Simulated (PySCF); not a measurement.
**What the settings do**

Molecule: SMILES F[C@]1(C#C)C[C@@H]1F, C5H4F2; geometry GFN2-xTB.

Geometry:
| atom | x (Å) | y (Å) | z (Å) |
| --- | --- | --- | --- |
| C1 | 1.984 | 0.694 | 1.340 |
| C2 | 1.214 | 0.324 | 0.500 |
| C3 | 0.325 | -0.117 | -0.531 |
| F4 | 0.956 | -0.390 | -1.713 |
| C5 | -0.880 | -0.966 | -0.209 |
| C6 | -1.068 | 0.464 | -0.609 |
| F7 | -1.605 | 0.722 | -1.826 |
| H8 | 2.647 | 1.017 | 2.085 |
| H9 | -1.139 | -1.707 | -0.951 |
| H10 | -1.058 | -1.255 | 0.815 |
| H11 | -1.370 | 1.216 | 0.112 |

All runs: PySCF 2.14.0 with density-fitted response routines, non-relativistic, gas phase unless a solvent (IEF-PCM) is named; grid level 2, GIAOs and SCF threshold 1e-9 unless changed. The yardstick, PBE0/pcSseg-1, gives these isotropic shieldings σ (ppm, equivalent atoms averaged): C1 101.6, C6 108.3, C3 116.4, F4 398.2, H11 27.19, H9 30.06, H10 30.58.

(1) What do these inputs give? (1) HF/aug-pcSseg-1; diis off; max_cycle 90; charge 4; altered: charge 4; (2) PBE/ANO-RCC-VDZP; max_cycle 79; squeeze 0.8; altered: squeeze 0.8; (3) solvent dichloromethane; PBE0/6-31G*; guess huckel; level_shift 0.1; (4) PBE0/def2-TZVP; level_shift 0.9; max_cycle 99; mult 2; altered: mult 2

(2) Comment on the technical settings and failures.

Results:

(1) 
```
run        outcome  functions  wall time     C1     C6     C3     F4    H11     H9    H10
  1  not converged        218       17 s      –      –      –      –      –      –      –
  2      converged        118       42 s  140.1  109.0   96.0  385.1  26.97  30.37  30.48
  3      converged        106      8.2 s  120.5  122.2  129.2  414.2  27.45  30.65  30.92
  4        refused          –     0.04 s      –      –      –      –      –      –      –
```

Times are on 1 thread of an Arm Neoverse V1, shared host.

(2) 
- Run 1: Charge 4 and multiplicity 1 describe another species than the intended molecule, on its geometry. The SCF stopped after 90 cycles without meeting its threshold, with DIIS switched off and the cycle limit at 90, so no response property followed.
- Run 2: The functional and orbital basis differ from the yardstick's, which in itself moves the values. One bond was set to 0.8 of its length. The cycle limit changes the path of the SCF (11 cycles), not the solution, provided the same state is reached.
- Run 3: The orbital basis and medium differ from the yardstick's, which in itself moves the values. The starting guess, level shift change the path of the SCF (12 cycles), not the solution, provided the same state is reached.
- Run 4: The program stopped with: RuntimeError: Electron number 52 and spin 1 are not consistent
Note mol.spin = 2S = Nalpha - Nbeta, not 2S+1 Charge 0 and multiplicity 2 describe another species than the intended molecule, on its geometry.

Runs 1, 2, 4 were set up unsoundly or failed; their numbers aren't to be quoted as properties of the molecule.
